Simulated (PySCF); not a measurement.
O₂P₂, SMILES o1p2op12. Atoms are numbered in the order given.

```xyz
4

P      0.0000     0.0000     1.2608
P      0.0000     0.0000    -1.2608
O      0.0000    -1.1126     0.0000
O      0.0000     1.1126     0.0000
```

Geometry optimised at B3LYP-D3(BJ)/def2-SVP.

Two levels are set side by side: PBE/pcJ-1 (PySCF) and B3LYP/pcJ-1 (PySCF). One-bond couplings, all four terms, same geometry. Isotopes: 17O, 31P. Differences are taken from unrounded values.

| quantity | PBE |
|---|---|
| ¹J(P1,P2) (Hz) | 814.8 |

Question: These are the PBE values. What does B3LYP give? (Estimate from the structure and the level; the computed values follow.)

Answer: 
| quantity | B3LYP | PBE minus B3LYP |
|---|---|---|
| ¹J(P1,P2) (Hz) | -1117.9 | 1932.7 |

Rough cost on one machine, each run with all the roots and properties that it gave: B3LYP against PBE within a factor of 2.
